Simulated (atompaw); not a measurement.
# PBE PAW (atompaw) dataset for boron (B), scalar-relativistic all-electron reference.

```
Element                 : boron (B)
Generator               : atompaw 4.2.0.5
Type                    : PAW
Functional              : PBE
Relativity              : scalar-relativistic
Frozen core             : [He]
Valence charge          : 3
Reference configuration : 2s1.75 2p1.25
Partial waves           : 2s (bound): rc 1.25 bohr; 2s channel at 0.35 Ry: rc 3.00 bohr; 2p (bound): rc 3.00 bohr; 2p channel at 2.75 Ry: rc 3.00 bohr
Local potential         : bessel scheme, radius 2.25 bohr
Core correction         : smooth core density matched at 1.80 bohr
Augmentation charge     : sinc compensation charge, radius 2.30 bohr; PAW radius 3.00 bohr; waves and projectors: custom polynom2 7 10 vanderbiltortho
```

Problem. Estimate the cutoffs (Ry, on a coarse ladder) from which the occupation-weighted sum of valence levels, in a spherical-Bessel basis at the reference potential, stays within 10 and 1 mRy of its value at 400 Ry.

Solution. 15 Ry and 25 Ry.

Problem. What does a ghost test show?

Solution. No extra level below or beside the all-electron valence levels (s, p, d, f tested). The logarithmic derivative shows an extra or strongly shifted pseudo pole above the reference energy (s near 0.60 Ry).

Problem. Is the overlap operator S = 1 + Σ q|β⟩⟨β| positive definite (Bessel basis up to 400 Ry)?

Solution. Yes: its lowest eigenvalue is 0.19 (s channel).
